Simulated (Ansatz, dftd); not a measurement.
System: H2BO2, charge 0, doublet. H2BO2 (SMILES B(O)[O], doublet).
B3LYP-D3(BJ)/def2-TZVP minimum from Ansatz (a program for electronic structure):
```xyz
5

B     -0.2620    -0.1727    -0.2130
H     -1.0707    -0.8373    -0.8288
O     -0.2955     1.0810    -0.6439
O      0.5417    -0.6677     0.7646
H      0.4116    -1.6060     0.9287
```
Charge 0, spin multiplicity 2.

Property: atomisation energy (electronic, to ground-state atoms), in kcal/mol. UHF or UKS for unpaired electrons; spin-orbit terms are left out. Correlated methods leave the cores frozen. Rows without X2C or -DK are non-relativistic. CBS(X,Y): correlation extrapolated as X^-3, Hartree-Fock from the larger set. A bracket is a step between two methods taken in the basis named. Functionals run without relativity, which enters their misses. Double hybrids freeze cores in their MP2 part. '+ core + X2C': CCSD(T) terms for core correlation (cc-pwCVTZ) and scalar relativity (cc-pVTZ-DK). Where a partner has so few electrons that a lower coupled-cluster level is exact, that level stands in.

Compared with CCSD(T)/CBS(cc-pVTZ,cc-pVQZ) + [CCSDT(Q) - CCSD(T)]/cc-pVDZ + core + X2C (Ansatz): 465.7 kcal/mol.

Costs are rough ratios of core time, to one figure, on one kind of shared machine, summed over the single points of the molecules; atoms, geometries and frequencies are left out. The first row took roughly 10 core seconds; short runs hold start-up time.

| level | program | cost relative to the first row | difference (kcal/mol) |
|---|---|---|---|
| PBE-D3(BJ)/def2-TZVPD | Ansatz + dftd3 | 1 | 16.4 |
| CCSD(T)/cc-pVDZ | Ansatz | 1 | -40.6 |
| B2GP-PLYP/def2-TZVPD | Ansatz | 1 | -6.7 |
| B2PLYP-D4/def2-TZVPD | Ansatz + dftd4 | 1 | -3.6 |
| wB97X-V/def2-TZVPD | Ansatz | 2 | -0.7 |
| wB97M-V/def2-TZVPD | Ansatz | 2 | 1.7 |
| CCSD(T)/cc-pVTZ | Ansatz | 3 | -14.5 |

The dearest row costs roughly 3 times the first. Costs within a factor of two don't rank. The table holds for this case alone.
